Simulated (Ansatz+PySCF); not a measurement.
Values are calculated unless marked as measured or tabulated.
Input for Ansatz (development build ahead of 0.2.0):

```yaml
crystal:
  periodic: [false, false, false]
  atoms:
    - { symbol: Cu, position_ang: [0.0, 0.0, -0.0492] }
    - { symbol: H, position_ang: [0.0, 0.0, 1.42692] }
basis:
  gaussian: { orbitals: def2-SVP }
magnetization:
  spin_polarized: true
hamiltonian:
  xc: pbe
output:
  forces: true
```

The input is written out in the form of the current development build from the run's settings.

Output:

| Quantity | Value |
| --- | --- |
| Converged | yes |
| Total energy | -1640.58209 hartree |
| Spin squared of the determinant | 0.000 |
| Stability test | minimum |

Forces (eV/Å):
```json
{"atom": "Cu1", "Fx": "0.000", "Fy": "0.000", "Fz": "0.157"}
{"atom": "H2", "Fx": "0.000", "Fy": "0.000", "Fz": "-0.157"}
```
